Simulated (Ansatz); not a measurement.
Reaction (atomization): `CCO[SiH](C)F` → 3 C• + F• + 9 H• + O• + Si•

Computed with Ansatz on PBE0-D4/def2-TZVP structures; ΔE is electronic, products minus reactants. CCSD(T)/CBS is the MP2 limit (def2-TZVPP, def2-QZVPP) plus CCSD(T) − MP2 in def2-TZVPP, frozen cores. This one scheme is used for every species, atoms too. Functionals use def2-TZVPP. B3LYP here is the variant with VWN-RPA as its local correlation; programs differ in this. Open shells (•) are unrestricted, without spin–orbit coupling. Spin–orbit coupling would lower the free atoms: a little for C, F, O, Si. One conformer a species, not always the lowest.

`CCO[SiH](C)F`:

Z-matrix (Å, degrees):
```
C
C 1 1.508
H 1 1.093 2 110.3
H 1 1.092 2 110.5 3 120.0
H 1 1.092 2 110.6 3 -120.1
O 2 1.417 1 109.2 3 -179.8
H 2 1.096 1 110.3 3 -59.3
H 2 1.098 1 110.2 3 59.3
Si 6 1.628 2 126.1 1 -176.5
C 9 1.852 6 113.2 2 53.5
F 9 1.603 6 109.5 2 -65.8
H 9 1.478 6 105.7 2 178.5
H 10 1.093 9 110.8 6 58.4
H 10 1.093 9 111.4 6 -62.3
H 10 1.093 9 110.3 6 178.1
```

```json
{"level": "PBE-D4", "ΔE (eV)": "61.93", "difference from CCSD(T)/CBS": "0.60"}
{"level": "B3LYP-D4", "ΔE (eV)": "61.14", "difference from CCSD(T)/CBS": "-0.19"}
{"level": "ωB97M-V", "ΔE (eV)": "61.36", "difference from CCSD(T)/CBS": "0.03"}
{"level": "PBE", "ΔE (eV)": "61.63", "difference from CCSD(T)/CBS": "0.30"}
{"level": "MP2/def2-TZVPP", "ΔE (eV)": "60.74", "difference from CCSD(T)/CBS": "-0.59"}
{"level": "SCS-MP2/def2-TZVPP", "ΔE (eV)": "60.49", "difference from CCSD(T)/CBS": "-0.84"}
{"level": "CCSD/def2-TZVPP", "ΔE (eV)": "59.15", "difference from CCSD(T)/CBS": "-2.18"}
{"level": "HF/def2-QZVPP", "ΔE (eV)": "46.19", "difference from CCSD(T)/CBS": "-15.14"}
{"level": "MP2/def2-QZVPP", "ΔE (eV)": "61.62", "difference from CCSD(T)/CBS": "0.29"}
{"level": "HF/CBS(def2)", "ΔE (eV)": "46.21", "difference from CCSD(T)/CBS": "-15.12"}
{"level": "CCSD(T)/CBS", "ΔE (eV)": "61.33", "difference from CCSD(T)/CBS": "0"}
```

Largest T1 diagnostic among the species: 0.012.

The D4 term adds +0.47 eV with B3LYP and +0.25 eV with PBE0; it sums over pairs of atoms, weighted by their polarisabilities, and B3LYP, whose exchange is more repulsive, gets the larger term. From PBE to PBE0 (25 % exact exchange), in def2-TZVPP and without D4, ΔE moves by −0.78 eV: exact exchange takes away binding that semilocal exchange gives to molecules.

For atomizations the MP2-based limit and the directly extrapolated one differ by several kJ/mol either way, and by 10 to 25 for some Ge, Se and Sn compounds, so smaller differences from it don't rank the levels.
